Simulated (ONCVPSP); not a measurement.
## potassium: one change to an ONCV potential, before and after

ONCVPSP 4.0.1 input, shortened (lines: element, Z, core and valence counts, functional; n l f; lmax; l rc ep ncon nbas qcut; lloc lpopt rc5 dvloc0; l nproj debl; icmod fcfact rcfact), PBEsol, scalar-relativistic:

```
  K 19.00    3    3  -116133      upf
    1    0    2.00
    2    0    2.00
    2    1    6.00
    3    0    2.00
    3    1    6.00
    4    0    1.00
    2
    0    1.70    0.00    4    9    7.00
    1    1.60    0.00    4    7    9.50
    2    1.40    0.41    4    7    6.30
    2    5    1.40    0.00
    0    2    3.20
    1    2    2.10
    2    0    3.20
    1    0.45    0.00
```

Change: d: rc 1.52.

Cutoffs: the cutoffs (Ha) at which the residual kinetic energy of the hardest occupied pseudo-wave falls to 1 and 0.1 mHa per electron; they do not see the model core or the augmentation charge, which bear on the density cutoff. Errors are all-electron minus pseudo energies relative to the spin-unpolarised reference configuration.

Predict the effect on cutoff, ghosts and configuration errors.

The potential gets neither clearly harder nor softer (16 Ha and 25 Ha → 16 Ha and 25 Ha); both files keep a bound ghost (s); of the 4 tests that both files solve, the error grows in 0 and shrinks in 1 by more than 15 % and 0.3 meV (median size 0.1 → 0.1 meV); the range in which the s phases agree narrows (upper end at the end of the scan → 2.2).

| quantity | base | changed |
| --- | --- | --- |
| cutoff, loose | 16 Ha | 16 Ha |
| cutoff, tight | 25 Ha | 25 Ha |
| bound ghosts | s | s |
| GHOST(+) flags under 300 eV | p at 176.4 eV | none |
| error for 3s2 3p6 4s0, meV [ΔE 4.22 eV] | -0.1 | -0.1 |
| error for 3s2 3p6 4s0.5, meV [ΔE 1.62 eV] | 0.0 | 0.0 |
| error for 3s2 3p6 4s0 4p1, meV [ΔE 1.52 eV] | +0.1 | +0.1 |
| error for 3s2 3p5 4s1, meV [ΔE 24.90 eV] | +3.8 | +3.1 |
| s: phases at 1.73 bohr within 0.05 rad from the reference energy up to (Ha; the scan ends near 5) | to the end of the scan | 2.2 |
| p: phases at 1.63 bohr within 0.05 rad from the reference energy up to (Ha; the scan ends near 5) | 3.3 | 3.2 |
| rms error of d²Exc/dni dnj with the model core, mHa | 0.43 | 0.43 |

Base: The cutoffs count occupied waves only; projector 1 of the d channel, the hardest unoccupied one, needs 65 Ha at the loose tolerance. A true bound ghost makes a file unfit for plane-wave use even where its test errors are small: the radial tests pick states by their node count and pass the ghost by.
